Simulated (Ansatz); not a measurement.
Program: Ansatz. Geometries: PBE0-D4/def2-TZVP. ΔE: electronic, gas phase. CCSD(T)/CBS adds triple-zeta CCSD(T) − MP2 to the extrapolated MP2 energy (def2 sets, frozen cores). Functionals use def2-TZVPP. def2 core potentials past Kr. For Ge, Zr outer-core shells are correlated without core-valence functions, which leaves a few kJ/mol of doubt a bond. Scalar relativity is left out up to krypton. Each species was taken in one conformer, which may not be the lowest.

Reaction (substitution at a C–Ge bond): `[CH3][GeH2][C](=O)O` + `C[NH][Zr]([NH]C)([NH]C)[NH]C` → `C[NH][Zr]([NH]C)([NH]C)[N](C)C` + `O=[C](O)[GeH3]`

| species | PBE0 energy (Eh) |
| --- | --- |
| `[CH3][GeH2][C](=O)O` | -2306.86582 |
| `C[NH][Zr]([NH]C)([NH]C)[NH]C` | -427.92331 |
| `C[NH][Zr]([NH]C)([NH]C)[N](C)C` | -467.19267 |
| `O=[C](O)[GeH3]` | -2267.57449 |

Work out ΔE.

ΔE = (-467.19267) + (-2267.57449) − (-2306.86582) − (-427.92331) = 0.02197 Eh = +57.7 kJ/mol. CCSD(T)/CBS gives +56.5 kJ/mol.

Largest T1 diagnostic among the species: 0.015.

The D4 term adds −6.9 kJ/mol with B3LYP and −4.1 kJ/mol with PBE0; it sums over pairs of atoms, weighted by their polarisabilities, and B3LYP, whose exchange is more repulsive, gets the larger term. In def2-TZVPP, CCSD(T) changes the Hartree–Fock value by −6.8 kJ/mol (the triples alone add −2.2 kJ/mol) and MP2 by −5.2 kJ/mol.

B3LYP here is the variant with VWN-RPA as its local correlation; programs differ in this.
